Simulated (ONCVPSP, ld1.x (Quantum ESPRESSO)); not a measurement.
# Potentials for B (Z = 5) compared

Generated with ld1.x 7.5 (TM, RRKJ, ultrasoft, PAW), atompaw 4.2 or ONCVPSP 4.0.1. The cutoff is in Ry: for ld1.x and atompaw files where the sum of valence levels is converged to 10 mRy in a Bessel basis, for ONCV files where the hardest occupied wave has 1 mHa per electron of residual kinetic energy. The error is the largest all-electron minus pseudo excitation energy over each file’s own four to seven test configurations (ionisations up to +4, promotions, holes and added fractions of an electron), all of which were solved. The labels leave out finer settings (local radius, basis sizes, second energies), which also bear on the numbers. Spin-polarised tests are not counted. The rows are a selection from randomly drawn settings: files with unsolved tests, undetermined cutoffs or missed reference levels are left out.

| potential | cutoff (Ry) | largest error (meV) | bound ghosts |
| --- | --- | --- | --- |
| ONCV, PBE, scalar-relativistic, rc 1.10/1.10 (sp), local smoothed, core correction no, reference 2s2, qcut 7.5/7.5, projectors 2/2 | 25 | +66 | none |
| ultrasoft, PBE, scalar-relativistic, rc 1.55/3.20/2.95 (spd), local smoothed, core correction no, reference 2s2 2p1 | 6 | -301 | none |
| ONCV, PBEsol, fully relativistic, rc 1.50/2.15/2.10 (spd), local smoothed, core correction no, reference 2s2 2p1, qcut 4.5/8.1/4.9, projectors 2/1/2 | 25 | +92 | none |
| ONCV, PBEsol, scalar-relativistic, rc 1.30/3.10/2.95 (spd), local smoothed, core correction no, reference 2s2 2p1, qcut 6.4/5.5/3.6, projectors 2/1/3 | 26 | +192 | none |
| ONCV, PBE, scalar-relativistic, rc 1.35/3.05 (sp), local smoothed, core correction no, reference 2s2 2p1, qcut 6.1/4.8, projectors 3/3 | 24 | +229 | none |

(1) Fill in the row for B: ONCV, PBE, scalar-relativistic, rc 1.70/2.75/3.00 (spd), local s, core correction yes, reference 2s2 2p1, qcut 4.5/5.1/3.4, projectors 0/1/2.

## Answers

(1) cutoff 17 Ry, largest error +215 meV, bound ghosts: none.
